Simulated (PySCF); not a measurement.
# How methods differ on the ionisation energy of Sr

Sr [Kr] 5s2 (1S) → Sr⁺ [Kr] 5s1 (2S), as a difference of total energies. Calculation: PySCF 2.14, in def2-QZVPPD with the def2 core potential (28 electrons) (7s5p4d3f, 63 functions); a scalar-relativistic core potential. Correlated levels: valence: 4s2 4p6 frozen. The calculations carry no spin-orbit coupling.

| method | ionisation energy (eV) | error (eV) |
| --- | --- | --- |
| UHF | 4.743 | -0.952 |
| MP2 (valence) | 5.251 | -0.444 |
| SCS-MP2 (valence) | 5.352 | -0.343 |
| CCSD (valence) | 5.449 | -0.246 |

Reference: 5.695 eV (measured; NIST Atomic Spectra Database, ionization energies).

Errors of the correlated levels include the incompleteness of this basis and the frozen core.

With two correlated electrons CCSD is exact in that space.
